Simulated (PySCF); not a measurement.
## Telling isomers of C8H7F3O apart by NMR

- coordinates at the PBE0-D3(BJ)/def2-SVP level
- shielding tensors at PBE0/pcSseg-1 (GIAO)
- J: B3LYP/pcJ-1 (spin–dipole term left out of most H,H and C,H couplings)
- code: PySCF
- a single conformation, gas phase, relativity neglected, averaged over atoms made equivalent by symmetry, fast rotation or ring inversion

Referencing at the same level of theory: TMS for ¹H (σref 31.27) and ¹³C (σref 184.41). Multiplet labels drop J under 1 Hz and among equivalent protons, and merge close values. Unscaled 3J(H,H) run several per cent high. One-bond C–F couplings are unscaled and too large by tens of Hz. Shifts are as computed. Against solution values, carbons near 30 ppm lie about +2 ppm off and those near 130 ppm about +5 ppm (rms about the fit 1.9 ppm; single classes can miss by 10 ppm). Of 1328 compounds with measured shifts, 309 miss one by over three times the rms of a fit or turn the order of signals round; such compounds aren't used in these exercises. Signals without a measured value on file couldn't be tested in this way; 1H shifts scatter by 0.2 ppm about their fit, and single ones miss by 0.5 ppm. OH and NH positions are gas-phase values without hydrogen bonding to other molecules.

(1) Tabulate the signals of `O=C([C@@H]1[C@H]2C=CC[C@H]21)C(F)(F)F`, `C=C(c1cc1=O)[C@H](C)C(F)(F)F`, `Oc1ccc(CC(F)(F)F)cc1` and their relative energies.

(2) What is the quickest way to tell C=C(c1cc1=O)[C@H](C)C(F)(F)F from Oc1ccc(CC(F)(F)F)cc1?

(3) What is the quickest way to tell O=C([C@@H]1[C@H]2C=CC[C@H]21)C(F)(F)F from C=C(c1cc1=O)[C@H](C)C(F)(F)F?

(4) What is the quickest way to tell O=C([C@@H]1[C@H]2C=CC[C@H]21)C(F)(F)F from Oc1ccc(CC(F)(F)F)cc1?

Results:

(1) 
| SMILES | carbon types | δC | δH | E rel. (kcal/mol) |
| --- | --- | --- | --- | --- |
| O=C([C@@H]1[C@H]2C=CC[C@H]21)C(F)(F)F | 2×C 5×CH 1×CH2 | 197.5, 142.8, 141.8, 120.9, 44.8, 40.2, 37.6, 34.3 | 6.33 (m, 1H), 5.84 (m, 1H), 2.86 (m, 1H), 2.57 (m, 1H), 2.51 (dq, 1H), 2.31 (m, 1H), 1.12 (ddq, 1H) | 39.0 |
| C=C(c1cc1=O)[C@H](C)C(F)(F)F | 4×C 2×CH 1×CH2 1×CH3 | 169.0, 152.5, 150.6, 149.2, 136.7, 131.9, 48.3, 14.3 | 8.52 (q, 1H), 6.73 (d, 1H), 6.40 (d, 1H), 2.68 (qq, 1H), 1.39 (d, 3H) | 66.9 |
| Oc1ccc(CC(F)(F)F)cc1 | 3×C 4×CH 1×CH2 | 162.2, 138.5, 130.6, 125.7, 118.3, 42.3 | 7.32 (d, 2H), 6.79 (d, 2H), 3.91 (br s, 1H), 2.89 (q, 2H) | 0.0 |

Energies are electronic energies at PBE0/pcSseg-1 on these geometries, without zero-point or thermal terms, each for the one conformer computed, which needn't be the lowest.

(2) Count the carbon signals: 8 against 6. The first has a terminal =CH2 carbon at 149.2 ppm, the second an sp3 CH2 on an aromatic ring at 42.3 ppm. Their most deshielded carbons lie at 169.0 and 162.2 ppm. In the proton spectra the most deshielded non-exchanging signals are 8.52 (q, J = 1.5 Hz, 1H) and 7.32 (d, J = 9.2 Hz, 2H).

(3) Both give the same number of carbon signals, but DEPT or the intensities differ. The first has an allylic sp3 CH2 at 40.2 ppm, the second a terminal =CH2 carbon at 149.2 ppm. Their most deshielded carbons lie at 197.5 and 169.0 ppm. In the proton spectra the most deshielded non-exchanging signals are 6.33 (m, 1H) and 8.52 (q, J = 1.5 Hz, 1H).

(4) Count the carbon signals: 8 against 6. The first has a three-membered-ring carbon (CH) at 44.8 ppm, the second an aromatic carbon bearing oxygen (C) at 162.2 ppm. Their most deshielded carbons lie at 197.5 and 162.2 ppm. In the proton spectra the most deshielded non-exchanging signals are 6.33 (m, 1H) and 7.32 (d, J = 9.2 Hz, 2H).
